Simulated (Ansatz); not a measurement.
A nudged elastic band was laid between two geometries of GeH4O + H2 (8 atoms, charge 0, multiplicity 1).

The calculation used RHF/def2-SVP in Ansatz 0.2.0.

```yaml
movable_images: 5
climbing_image: yes
spring: 5.0 eV/Å²
optimiser: quadratic models (default)
start_path: through a guess of the saddle point
force_threshold: 0.05 eV/Å
iteration_limit: 60
end_points: relaxed
```

First end point:

```xyz
8
Properties=species:S:1:pos:R:3
Ge -0.407 0.543 -0.247
O 0.037 -0.116 1.336
H -0.669 -0.315 1.932
H 0.914 0.791 -0.968
H -1.192 1.850 -0.061
H -1.272 -0.471 -1.008
H 1.861 -2.906 2.176
H 1.535 -2.262 1.978
```

Last end point:

```xyz
8
Properties=species:S:1:pos:R:3
Ge -0.280 -0.288 -0.614
O 0.913 -0.206 2.536
H 0.143 -0.111 3.076
H 1.020 0.514 -0.668
H -1.314 0.413 0.273
H -0.857 -0.402 -2.035
H -0.015 -1.705 -0.088
H 1.196 -1.099 2.659
```

What changes between the two ends?

Bonds broken: Ge1–O2, H7–H8. Bonds formed: Ge1–H7, O2–H8. GeH4O + H2 becomes GeH4 + H2O.

Give the energies along the band, and the barrier.

The forces met the threshold. The highest image is number 4 of 0 to 6, 2.59 eV above the first end and 2.79 eV above the last; the last end lies 0.20 eV below the first. Neighbouring images differ by up to 2.6 eV, so the band resolves the path poorly. A vibrational analysis at the climbing image gives one clearly imaginary mode, 1709i cm⁻¹: a first-order saddle point. The orbitals stay closed-shell, which can raise the energy where a bond breaks towards radicals; this wasn't checked here.

```tsv
image	path coordinate (Å)	energy (eV)	Ge1–O2 (Å)	H7–H8 (Å)	Ge1–H7 (Å)
0	0.00	0.00	1.77	0.75	4.79
1	0.96	0.01	1.77	0.75	4.28
2	1.91	0.03	1.77	0.75	3.53
3	2.87	0.39	1.79	0.75	2.66
4	3.82	2.59	1.97	1.12	2.01
5	5.46	0.00	3.20	1.93	1.54
6	7.11	-0.20	3.37	3.06	1.53
```

What is the geometry of the highest image?


```xyz
8
Properties=species:S:1:pos:R:3:forces:R:3
Ge 0.001 -0.033 -0.036 0.00 0.00 0.00
O 0.191 -0.290 1.909 0.00 -0.02 0.00
H -0.548 -0.317 2.508 0.00 0.01 0.00
H 1.283 0.412 -0.727 0.00 0.00 0.00
H -0.843 1.245 0.209 0.00 0.00 0.00
H -0.920 -0.988 -0.791 0.00 0.00 0.00
H 0.979 -1.686 0.546 0.00 0.00 0.00
H 0.664 -1.228 1.520 0.00 0.01 0.00
```

The run took 2.4 min on 1 thread of Arm Neoverse V1, on a shared host, peak memory 0.16 GiB.
